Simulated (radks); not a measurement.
The titanium ion Ti+ inside a hard spherical wall (all orbitals vanish at R), configuration held at [Ar] 3d2 4s1 and not refilled when levels cross. All-electron calculation, scalar-relativistic Kohn-Sham, PBE, spin-polarised, spherical densities, point nucleus; open shells are filled with parallel spins first. Program: a radial shooting solver on a logarithmic mesh with Libxc functionals. Eigenvalues in eV for spin up, with the zero of energy where the potential of the charges vanishes at infinity; a dash marks a level that is unbound or too diffuse for the functional's potential to be trusted. A positive occupied level is held by the wall or, in an anion where self-interaction has pushed it up, behind a barrier. The pressure on the wall is -dE/dV.

R (bohr)  E (hartree)  kinetic (hartree)    e(3s)    e(3p)    e(3d)    e(4s)  e(4p, empty)  e(5s, empty)  pressure (GPa)
free       -853.34546            860.553  -70.617  -46.860  -12.107  -10.940        -7.042             -               0
20         -853.34546            860.553  -70.617  -46.860  -12.107  -10.940        -7.042             -        < 0.0001
15         -853.34546            860.553  -70.617  -46.860  -12.107  -10.940        -7.042        -3.242        < 0.0001
10         -853.34540            860.554  -70.612  -46.855  -12.103  -10.936        -7.021        -2.477         0.00209
8          -853.34433            860.565  -70.555  -46.798  -12.051  -10.879        -6.856        -0.498          0.0588
6          -853.32824            860.670  -70.083  -46.334  -11.623  -10.267        -5.676         6.727            1.47
3.5        -852.87640            862.434  -65.346  -41.739   -6.679    1.620        10.207        61.723             129
2          -846.75493            883.398  -39.694  -14.497   25.706   103.96        119.54        330.54            8620
1.5        -830.84739            929.223    9.896   38.300   79.743   288.69        299.73        722.96           63200
